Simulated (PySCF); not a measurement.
Spin states and ions at one geometry of [AuI2]−

PySCF 2.14.0, RKS B3LYP, Au def2-SVP with ECP60, I def2-SVP with ECP28; non-relativistic Hamiltonian with scalar-relativistic core potentials where named; density fitting; no spin-orbit coupling; singlets restricted, open shells unrestricted. The geometry is relaxed for charge -1, singlet, vacuum:

```xyz
3

Au    0.0000    0.0000    0.0000
I     0.0000    0.0000    2.6492
I     0.0000    0.0000   -2.6492
```

Energies count from the relaxed state; an electron taken off or put on is at rest in vacuum. Charges and spins are Mulliken's.

```
                     state  energy (eV)  spin squared  charge on Au1 (e)  spin on Au1 (e)  dipole about the centre of mass (D)
charge -1, singlet, vacuum         0.00          0.00              -0.12             0.00                                 0.00
charge -1, triplet, vacuum         3.80          2.00              -0.42             0.88                                 0.00
```

Task: What does the state charge 0, doublet, vacuum give?

Result: energy (eV) 4.15, spin squared 0.75, charge on Au1 (e) 0.08, spin on Au1 (e) 0.11, dipole about the centre of mass (D) 0.00.

With an electron taken off (doublet) the charges change, summed by element, by Au +0.19 e, I +0.81 e. The vertical ionisation energy is 4.15 eV, against −ε(HOMO) = 2.15 eV of the relaxed state. The level lies 2.0 eV too high, as is usual for semilocal functionals and global hybrids, which keep a self-interaction error.

Open shells may have lower solutions than those found.
